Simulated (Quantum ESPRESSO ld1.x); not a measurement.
Results of a calculation; reference values are marked as such.
Mo18+, configuration [Ar] 3d6. Code: ld1.x of Quantum ESPRESSO 7.5. Model: Dirac Kohn-Sham, PW91, spin-unpolarised, spherical densities, point nucleus; open shells are shared between the two j in proportion to 2j + 1. Some entries of the table are withheld. Estimate them.

orbital,occ.,eigenvalue (eV),<1/r> (bohr^-1)
1s1/2,2,(1),43.55
2s1/2,2,-3371.00,(2)
2p1/2,2,(3),9.912
2p3/2,4,(4),9.439
3s1/2,2,-984.613,3.581
3p1/2,2,(5),3.500
3p3/2,4,(6),3.388
3d3/2,2.4,-739.736,3.242
3d5/2,3.6,-735.626,3.214

Answer. 
(1) 1s1/2 eigenvalue (eV): -20396.3
(2) 2s1/2 <1/r> (bohr^-1): 9.942
(3) 2p1/2 eigenvalue (eV): -3149.86
(4) 2p3/2 eigenvalue (eV): -3042.73
(5) 3p1/2 eigenvalue (eV): -901.483
(6) 3p3/2 eigenvalue (eV): -881.352
